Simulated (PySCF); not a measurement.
The numbers are results of M06-2X/def2-TZVP // B3LYP-D3(BJ)/def2-SVP (PySCF 2.14.0), not measurements. Isolated molecules, 0 K electronic values unless said otherwise. One relaxed conformer stands for a flexible species; it need not be the lowest. Excitations are Tamm–Dancoff values on a coarser integration grid. The basis has no diffuse functions, so Rydberg states are missing or too high.

Reference species (SMILES): `C[SiH2][GeH2][SiH2][GeH2][CH3]` (neutral, multiplicity 1).

```
Item              Result
---------------  -------
S1–T1 gap (TDA)  0.88 eV
HOMO–LUMO gap    8.54 eV
```

Changed species: `C[SiH2][GeH2][SiH2][GeH2][SiH2][GeH2][CH3]` (n = 3; the reference has n = 2).

Question: Give the shifts of the S1–T1 gap (TDA) and HOMO–LUMO gap.

Answer: the S1–T1 gap (TDA) decreases by 0.10 eV, to 0.78 eV; the HOMO–LUMO gap falls by 0.82 eV, to 7.72 eV.
